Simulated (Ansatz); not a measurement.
CH2BClO2, SMILES `OB1OC1Cl` at its PBE0-D4/def2-TZVP geometry, where that method's forces vanish. The species carries charge 0 and has multiplicity 1.

```json
{"atom": "O1", "x (Å)": "-0.918", "y (Å)": "-1.577", "z (Å)": "-0.181"}
{"atom": "B2", "x (Å)": "-0.308", "y (Å)": "-0.392", "z (Å)": "-0.155"}
{"atom": "O3", "x (Å)": "-0.544", "y (Å)": "0.913", "z (Å)": "-0.386"}
{"atom": "C4", "x (Å)": "0.818", "y (Å)": "0.570", "z (Å)": "0.088"}
{"atom": "Cl5", "x (Å)": "1.206", "y (Å)": "1.166", "z (Å)": "1.687"}
{"atom": "H6", "x (Å)": "-1.845", "y (Å)": "-1.537", "z (Å)": "-0.435"}
{"atom": "H7", "x (Å)": "1.591", "y (Å)": "0.856", "z (Å)": "-0.616"}
```

For each bond, give half the difference of the two atoms' forces along it (eV/Å; positive pushes the atoms apart) under PBE-D4, r2SCAN-D4, B3LYP-D4, ωB97M-V in def2-TZVPP. (Estimate.)

Ansatz gave: 
| bond | length (Å) | PBE-D4 | r2SCAN-D4 | B3LYP-D4 | ωB97M-V |
| --- | --- | --- | --- | --- | --- |
| O1–B2 | 1.333 | 0.13 | 0.06 | 0.08 | 0.16 |
| O1–H6 | 0.963 | 0.35 | 0.00 | 0.00 | -0.10 |
| B2–O3 | 1.346 | 0.58 | 0.27 | 0.10 | 0.02 |
| B2–C4 | 1.501 | 0.09 | 0.01 | 0.03 | 0.06 |
| O3–C4 | 1.482 | 0.66 | 0.45 | 0.34 | 0.16 |
| C4–Cl5 | 1.750 | 0.17 | 0.20 | 0.30 | 0.11 |
| C4–H7 | 1.084 | 0.02 | -0.13 | -0.22 | -0.21 |

B3LYP here is the variant with VWN-RPA as its local correlation; programs differ in this.
